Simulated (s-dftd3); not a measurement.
C$_{3}$F$_{3}$ (SMILES [C]#CC(F)(F)F), doublet, geometry from GFN2-xTB; D3(op) for revpbe (s-dftd3).

The s-dftd3 input:
```
$ s-dftd3 mol.xyz --op revpbe --json dftd3.json --noedisp --grad

# file mol.xyz
6

C      2.40424185     0.02022529     0.08481996
C      1.21200987     0.01019583     0.04275885
C     -0.26204028    -0.00220437    -0.00924460
F     -0.70984126    -0.97704858    -0.80217770
F     -0.78714150    -0.19345774     1.20206903
F     -0.73915819     1.15169515    -0.47878081
```

Output, abridged:

```
-----------------------------------
 s i m p l e   D F T - D 3  v1.4.0
-----------------------------------

Optimized power damping: revpbe-D3(op)
--------------------
   s6        1.0000
   s8        1.4477
   s9        0.0000
   a1        0.6000
   a1        2.5000
  alp       14.0000
 beta        0.0000
--------------------

Dispersion energy:      -1.4235510494378E-02 Eh

Gradient norm:           2.1233039569351E-03 Eh/a0
--------------------------------------------------
     #    Z           dE/dx      dE/dy      dE/dz
--------------------------------------------------
     1    6 C     1.255E-03  1.056E-05  4.429E-05
     2    6 C     7.381E-04  6.209E-06  2.604E-05
     3    6 C    -4.992E-04 -4.199E-06 -1.761E-05
     4    9 F    -4.786E-04 -5.357E-04 -4.424E-04
     5    9 F    -5.210E-04 -1.067E-04  6.550E-04
     6    9 F    -4.947E-04  6.298E-04 -2.653E-04
--------------------------------------------------

Virial:
--------------------------------------------------
      component           x          y          z
--------------------------------------------------
          x       9.749E-03  6.183E-05  2.593E-04
          y       6.183E-05  2.399E-03  2.181E-06
          z       2.593E-04  2.181E-06  2.408E-03
--------------------------------------------------

[Info] JSON dump of results written to 'dftd3.json'
```
